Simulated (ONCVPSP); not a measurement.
Plane-wave convergence, ONCV potential for P

```json
{"Element": "P", "Generator": "ONCVPSP 4.0.1", "Type": "optimised norm-conserving Vanderbilt (ONCV)", "Functional": "PBE", "Relativity": "scalar-relativistic", "Frozen core": "[He]", "Valence charge": "13", "Reference configuration": "2s2 2p6 3s2 3p3", "Partial waves": "2s+3s: rc 1.05 bohr, ncon 4, nbas 8, qcut 9.1 1/bohr, 2 projectors; 2p+3p: rc 0.85 bohr, ncon 3, nbas 6, qcut 16.9 1/bohr, 3 projectors, debl 1.3 Ha", "Local potential": "polynomial inside 0.55 bohr (lpopt 4, dvloc0 0 Ha)", "Core correction": "Teter function, fcfact 3.75, rcfact 1.35"}
```

Task: For each optimised wave give the share of its norm inside rc, the residual kinetic energy above qcut (Ha) and the cutoffs (Ha) for errors of 10, 1, 0.1 and 0.01 mHa per electron.

Result:

```csv
wave,norm inside rc,residual KE,10 mHa,1 mHa,0.1 mHa,0.01 mHa
2s,0.975,8.3e-05,27.5,34.5,41.3,132.4
3s,0.089,2.0e-05,22.0,29.9,36.4,58.5
2p,0.919,5.0e-06,93.7,110.8,124.7,137.4
3p,0.031,9.4e-07,74.1,98.3,116.5,130.9
p projector 3,0.031,1.5e-06,76.2,100.4,119.1,133.1
```

The occupied waves need 111 Ha and 125 Ha for 1 and 0.1 mHa.
